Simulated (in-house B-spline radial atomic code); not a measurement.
RPA and G0W0 on r2SCAN0: Kr⁷⁺

Configuration [Ar] 3d10 4s1, highest spin, mean-field start r2SCAN0. Computed with a B-spline radial code for spherical atoms: all electrons, scalar-relativistic (spin-free one-electron X2C), finite nucleus, each spin shell either full or empty, empty states to l = 9 with an (l + 1/2)⁻⁴ tail; G0W0 by contour deformation at full frequency.

Command:
```bash
python run_gw.py task.json out
```
Settings (radii: box in bohr, nucleus in fm):
```
Z                        36
electrons                29
configuration            [Ar] 3d10 4s1
hamiltonian              x2c
method                   r2scan0
lmax                     9
rms_radius               4.1884
spin_polarised           True
box_radius               8.41
intervals                67
ion_configuration        [Ar] 3d10
```

Cost of the run: 6.6 s on 1 thread of Arm Neoverse N1, with other jobs on the host.

Energies (hartree):

```json
{"term": "mean-field total", "value": "-2776.24267"}
{"term": "Hartree-Fock functional on these orbitals", "value": "-2774.71964"}
{"term": "direct second order", "value": "-2.4095"}
{"term": "second-order exchange", "value": "0.71117"}
{"term": "SOSEX correction", "value": "0.6665"}
```

What is the RPA correlation energy, and what remains with SOSEX?

RPA gives -2.1578 hartree (-2.02 eV per electron); RPA + SOSEX gives -1.4913, and the second-order doubles -1.6983 hartree (no singles). RPA lacks exchange-type terms and so overcorrelates at short range.

Quasi-particle levels (eV):

```tsv
level	occupied	mean field	Σx - vxc	Σc	QP weight	G0W0
4s up	yes	-121.25	-3.65	?	?	?
3d down	yes	-200.23	-14.26	2.57	0.967	-211.92
3d up	yes	-200.62	-14.19	2.53	0.954	-212.28
3p down	yes	-319.56	-21.32	7.59	0.911	-333.28
4s down	no	-113.18	6.56	-2.56	0.972	-109.18
```

G0W0 = mean field + (Σx - vxc) + Σc, with Σc (partial-wave tail included) taken at the quasi-particle energy. Only the outer levels were computed.

Where does G0W0 put 4s up?

At -126.81 eV, with Σc = -1.91 eV and a quasi-particle weight of 0.981. The tabulated removal energy is 125.802 ± 0.003 eV (NIST, measured); the calculation leaves out spin-orbit coupling, Breit and QED terms, and what these don't explain is the method's own error.

What does it cost to remove one electron (to [Ar] 3d10) by differences of total energies, each species on its own start (correlation terms add to the Hartree-Fock functional)?

r2SCAN0 126.20 eV, Hartree-Fock functional 124.64 eV, + RPA 126.46 eV, + RPA + SOSEX 125.72 eV, + second order 126.09 eV. Tabulated: 125.802 ± 0.003 eV (NIST, measured); the calculation leaves out spin-orbit coupling, Breit and QED terms, and what these don't explain is the method's own error.
